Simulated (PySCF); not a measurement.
# One molecule, several mistakes: GeH4NOSi

These are calculations, not measurements. The program is PySCF 2.14.0, an open-source quantum chemistry code, run on an isolated molecule that a program drew, which may never have been made. The molecule is GeH4NOSi (charge 0, doublet), drawn as the SMILES string `[OH][GeH][N]=[SiH2]`.

Each row is a Hartree-Fock (HF) and frozen-core CCSD(T) single point in the cc-pV(D+d)Z basis, meant for a local HF minimum. Run 1 is clean. Each other run has one planted mistake out of seven kinds, and not every kind appears here: one electron removed, one electron added, multiplicity raised by two, geometry at a saddle point, minimal basis STO-3G, one bond length entered in bohr, all coordinates scaled. The reference is restricted for singlets and unrestricted otherwise, and also for a bond in bohr. Adding or removing an electron swaps singlet and doublet. Electrons count all cores. HOMO and LUMO are orbital energies over both spins, the gradient is its largest component, and the lowest frequency (negative if imaginary) is given only where the gradient is small. Bond lengths are over the 7 bonds as drawn. T1 is the CCSD diagnostic: over 0.02 (restricted) or 0.045 (unrestricted) a single reference is doubtful. Germanium has the cc-pVDZ-PP basis, with a core potential (ECP10MDF) in place of its 10 inner electrons, and its 3s, 3p and 3d shells are frozen in CCSD(T).

Geometry of the clean run:
```xyz
8
GeH4NOSi, angstrom
O     1.0266   -2.6008   -0.7414
Ge    1.5796   -1.1659    0.1811
N     0.8577    0.3685   -0.4353
Si    0.0982    1.0570   -1.6221
H     1.3024   -2.6234   -1.6463
H     1.1052   -1.4415    1.6148
H    -0.4031    0.4078   -2.8499
H    -0.1763    2.5021   -1.6331
```

```
run  electrons  basis functions  <S^2>  HOMO (eV)  LUMO (eV)  gradient (hartree/bohr)  lowest frequency (cm^-1)  mean bond (Å)  longest bond (Å)      T1  HF (hartree)  CCSD(T) (hartree)                          mistake
  1         65               94  0.784      -8.15       1.16                  3.5e-05                        50         1.5135             1.804  0.0219    -713.92251         -714.50117                         no fault
  2         65               94  3.782      -6.08       0.09                  1.1e-01                         -         1.5135             1.804  0.0239    -713.82545         -714.36596       multiplicity raised by two
  3         64               94  0.000     -15.97      -6.30                  1.0e-01                         -         1.5135             1.804  0.0221    -713.65482         -714.23301             one electron removed
  4         66               94  0.000      -0.49       6.33                  9.1e-02                         -         1.5135             1.804  0.0265    -713.90194         -714.51953               one electron added
  5         65               94  0.879      -8.77       0.70                  3.0e-02                         -         1.7086             2.901  0.0285    -713.85797         -714.42981  one bond length entered in bohr
  6         65               94  0.799      -8.22       1.11                  1.2e-02                         -         1.5317             1.826  0.0236    -713.92123         -714.50318                                ?
```

**Which mistake was planted in run 6, and what did it cost?**

The mean and the longest bond both change by the same factor, 1.012, and the gradient is no longer small. So the mistake is: all coordinates scaled. Subtracting run 1 and multiplying by 627.51 kcal/mol a hartree, the energy moved by 0.8 kcal/mol in HF and -1.3 kcal/mol in CCSD(T).

Cautions from the logs. Run 3: T1 is over the limit, so its CCSD(T) energy is less reliable; run 4: T1 is over the limit, so its CCSD(T) energy is less reliable.
